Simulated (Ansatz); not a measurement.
Relaxation of ClFH6OSi2 (11 atoms, charge 0, multiplicity 1), to a largest force component of 0.03 eV/Å in at most 50 steps.

Method: RKS CAM-B3LYP/def2-SVP in Ansatz.

```xyz
11
Properties=species:S:1:pos:R:3
Si -0.559 -0.254 -0.473
F 0.141 0.745 2.040
O 0.998 -0.728 -0.421
Si 2.425 -1.526 -0.673
H 2.197 -2.707 -1.547
H 3.395 -0.606 -1.319
H 2.963 -1.976 0.637
H -0.684 1.207 -0.640
Cl -1.480 -1.153 -2.094
H -1.270 -0.760 0.711
H -0.371 -0.015 2.162
```

Q: Where does it end, and by what steps?

A: The forces met the threshold. The force dipped under the threshold on the way, but the program's further checks kept it going. After 28 steps the energy has fallen by 0.270 eV; H11 moved furthest, 1.11 Å.

```
step  energy less start (eV)  largest force component (eV/Å)  accepted
   0                  0.0000                           0.333       yes
   1                 -0.0172                           0.340       yes
   2                 -0.0067                           1.131        no
   3                 -0.0212                           0.445       yes
   4                 -0.0269                           0.119       yes
   5                 -0.0292                           0.210       yes
   6                 -0.0478                           0.321       yes
   7                 -0.0535                           0.291       yes
   8                 -0.0295                           1.755        no
   9                 -0.0627                           0.095       yes
  10                 -0.0688                           0.568       yes
  11                 -0.0809                           0.670       yes
  12                 -0.0864                           0.548       yes
  13                 -0.1126                           0.818       yes
  14                 -0.1215                           1.574       yes
  15                 -0.1993                           0.446       yes
  16                 -0.2190                           0.502       yes
  17                 -0.2333                           0.293       yes
  18                 -0.2501                           0.050       yes
  19                 -0.2509                           0.037       yes
  20                 -0.2540                           0.015       yes
  21                 -0.2562                           0.194       yes
  22                 -0.2599                           0.075       yes
  23                 -0.2636                           0.010       yes
  24                 -0.2657                           0.151       yes
  25                 -0.2683                           0.053       yes
  26                 -0.2695                           0.033       yes
  27                 -0.2697                           0.067       yes
  28                 -0.2702                           0.024       yes
```

```xyz
11
Properties=species:S:1:pos:R:3
Si -0.636 -0.217 -0.486
F 0.024 0.386 2.237
O 0.857 -0.710 0.080
Si 2.218 -1.505 -0.508
H 1.855 -2.875 -0.949
H 2.806 -0.738 -1.635
H 3.173 -1.567 0.626
H -0.721 1.254 -0.467
Cl -0.738 -0.830 -2.462
H -1.708 -0.895 0.264
H 0.626 -0.076 1.684
```

Whether the end is a true minimum wasn't checked by a vibrational analysis.

Time of the run: 47 s on 4 threads of Arm Neoverse V2 (shared host), peak memory 0.32 GiB.
